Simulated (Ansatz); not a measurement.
Abridged output of a molecular run in Ansatz:

```
Functional definition: HF
1432 factors; integrals over basis functions are off by at most 5.9e-4 eV
mean field evaluation 1: about -217829.1628 eV, gradient 3.8e1 eV
mean field evaluation 2: about -217829.2225 eV, gradient 3.8e1 eV
mean field evaluation 4: about -217832.4033 eV, gradient 2.2e0 eV
mean field evaluation 8: about -217832.4266 eV, gradient 2.8e-4 eV
mean field -217832.42664459 eV, -8005.1940270668 hartree, gradient 4.3e-6 eV, S^2 0.000000; 0 other end points of the search recorded, 0 dependent functions left out
32 core orbitals not correlated: weight in the atoms' cores, before any rotation towards them, 1.000 or more for the frozen orbitals, at most 0.000 for the correlated occupied ones
reference -217832.42664459 eV, -8005.1940270668 hartree; 36, 36 occupied and 73, 73 virtual orbitals, 1432 factors
second order -26.67894222 eV of doubles, -0.00000000 eV of singles
cycle   1  -26.30169926 eV  change    3.8e-1 eV  update   1.0e-1
cycle   2  -26.80419578 eV  change   -5.0e-1 eV  update   3.0e-2
cycle   3  -26.90767414 eV  change   -1.0e-1 eV  update   1.6e-2
cycle   4  -26.89162370 eV  change    1.6e-2 eV  update   3.7e-3
cycle   5  -26.88924646 eV  change    2.4e-3 eV  update   1.7e-3
cycle   6  -26.89035323 eV  change   -1.1e-3 eV  update   5.8e-4
cycle   7  -26.89001462 eV  change    3.4e-4 eV  update   2.1e-4
cycle   8  -26.88992702 eV  change    8.8e-5 eV  update   6.9e-5
perturbative correction -0.63515713 eV, -0.0233415940 hartree
Total energy: -217859.95172874 eV, -8006.2055552521 hartree
```

Its atoms:

Z-matrix (Å, degrees):
```
Sn
Br 1 2.434
Br 1 2.451 2 111.1
O 1 1.938 2 105.7 3 119.4
Br 1 2.451 2 111.2 3 -121.3
H 4 0.962 1 112.9 2 179.0
```

Question: Which basis set was used?
A. def2-TZVPPD
B. def2-QZVPP
C. def2-SVP
D. def2-SVPD

Answer: C. It gives 141 functions.

Question: Write the keys of the input that set method, charge and spin (a neutral closed shell needs none for the last two).

Answer: 
```yaml
correlation: {method: ccsd_t}
```
